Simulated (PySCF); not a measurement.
Dipole moment and polarisability of `[I][Sn]([I])([I])[I]`

Compound: SnI4.
Geometry (PBE0-D3(BJ)/def2-SVP, Å), atoms numbered from 1 in this order:
```
atom  x, y, z in Å
Sn1    0.0133   -0.0206   -0.0121
I2    -0.0111   -0.0493    2.6660
I3     2.5459   -0.0447   -0.8906
I4    -1.2074    2.1909   -0.8945
I5    -1.2659   -2.1867   -0.9309
```

Level: wB97X-D/def2-SVPD (PySCF), static field, nuclei fixed, core orbitals frozen in the response. The polarisability tensor in these axes (au):

```
x   192.96   0.09  -0.26
y     0.09 193.15  -0.09
z    -0.26  -0.09 193.10
```

Task: Give the principal values, the mean and the anisotropy Δα = √{½[(α1 − α2)² + (α2 − α3)² + (α1 − α3)²]}.

Result: Principal values 192.77, 193.08 and 193.37 au; mean 193.07 au = 28.61 Å³ = 31.83 × 10⁻⁴⁰ C²·m²/J; Δα = 0.52 au (0 % of the mean). Point group Td makes the tensor isotropic, so any spread comes from the grid or from a geometry that is symmetric only within 0.08 Å.

Task: What is the dipole moment?

Result: 0.02 D; point group Td allows none, and the residue is numerical.

Task: Estimate the molar refractivity from the static electronic polarisability.

Result: Lorentz–Lorenz: R = (4π/3)N_A α = 2.5225 cm³/(mol·Å³) × 28.61 Å³ = 72.2 cm³/mol, in the limit of long wavelengths.

Task: Form Σ f/ω² (atomic units) for the 10 lowest TDDFT singlets, given as eV and f, and set it beside the mean polarisability, which is this sum over all singlets: 3.35, 0.0000; 3.35, 0.0000; 3.35, 0.0000; 3.80, 0.0571; 3.80, 0.0573; 3.80, 0.0582; 3.88, 0.0002; 3.88, 0.0001; 5.70, 0.0566; 5.70, 0.0558.

Result: They add up to 11.41 au, 5.9 % of the 193.07 au; the largest single term is 2.98 au, from the state at 3.80 eV. Terms in order: 0.00, 0.00, 0.00, 2.93, 2.93, 2.98, 0.01, 0.00, 1.29, 1.27 au. Higher excitations give the rest. The strengths listed sum to 0.285.

Task: Find the Langevin capture rate constant for O2+ (31.990 u) meeting this molecule (627.520 u), k = 2.342 × 10⁻⁹ cm³/s × √(α in Å³ / reduced mass in u).

Result: The reduced mass is 30.44 u, so k = 2.27 × 10⁻⁹ cm³/s.

Task: What would n − 1 = 2πNα be for an ideal gas of these molecules at 298.15 K and 1 atm, electronic part alone?

Result: N = p/kT = 2.4615 × 10¹⁹ cm⁻³, so n − 1 = 2π × N × 28.61 × 10⁻²⁴ cm³ = 4425 × 10⁻⁶ at long wavelengths.

Isolated species at its PBE0-D3(BJ)/def2-SVP geometry, gas phase. Atoms past krypton carry effective core potentials; spin–orbit coupling is left out.
